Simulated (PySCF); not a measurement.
Positional isomers: benzothiophene boryl+vinyl. Isolated molecules, 0 K electronic values unless said otherwise. One relaxed conformer stands for each flexible species; it need not be the lowest. Strings in code marks are SMILES.

The four lowest singlet excitations (Tamm–Dancoff). Level of theory: PBE-D3(BJ)/def2-TZVP // B3LYP-D3(BJ)/def2-SVP (PySCF). Excitations are Tamm–Dancoff values on a coarser integration grid. The basis has no diffuse functions, so Rydberg states are missing or too high.

| state | energy (eV) | wavelength (nm) | oscillator strength |
|---|---|---|---|
| S1 | 2.85 | 436 | 0.020 |
| S2 | 3.58 | 346 | 0.070 |
| S3 | 4.13 | 300 | 0.099 |
| S4 | 4.40 | 282 | 0.391 |

### Question
Identify which member gives these states.
A) `Bc1ccc(C=C)c2ccsc12`
B) `Bc1cc(C=C)cc2ccsc12`
C) `Bc1cc2cc(C=C)ccc2s1`
D) `Bc1cc(C=C)c2ccsc2c1`

### Answer
C, `Bc1cc2cc(C=C)ccc2s1`
